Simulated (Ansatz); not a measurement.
Process, species as SMILES: [NH]B(N)Br → [NH-]B(N)Br (an electron is taken up)
Each molecule is optimised on its own at B3LYP-D3(BJ)/def2-TZVP (Ansatz, a quantum-chemistry and plane-wave program), one conformer each, not searched for the lowest. Frequencies are from Ansatz.

Quantity: adiabatic electron affinity (0 K, with B3LYP-D3(BJ) harmonic zero-point energies), positive where the reaction releases energy, in eV. Valence correlation only, unless marked. UHF or UKS for open shells. No spin-orbit coupling. Frozen are the shells of the preceding noble gas and the d and f shells that filled before the atom's block. Non-relativistic. Anions need diffuse functions: aug- sets have them; def2-D sets add few; the other sets have none. Basis-set limits of correlation are two-point, X^-3; Hartree-Fock from the larger set.

```tsv
level	program	adiabatic electron affinity (eV)
BLYP-D3(BJ)/def2-TZVPD	Ansatz + dftd3	2.45
r2SCANh-D4/def2-TZVPD	Ansatz + dftd4	2.32
wB97X-V/def2-TZVPD	Ansatz	[?]
B2GP-PLYP-D4/def2-TZVPD	Ansatz + dftd4	[?]
CCSD/cc-pVDZ	Ansatz	[?]
CCSD(T)/CBS(aug-cc-pVTZ,aug-cc-pVQZ)	Ansatz	2.66
```

What belongs in the gaps?


- wB97X-V/def2-TZVPD, adiabatic electron affinity (eV): 2.44
- B2GP-PLYP-D4/def2-TZVPD, adiabatic electron affinity (eV): 2.51
- CCSD/cc-pVDZ, adiabatic electron affinity (eV): 1.63
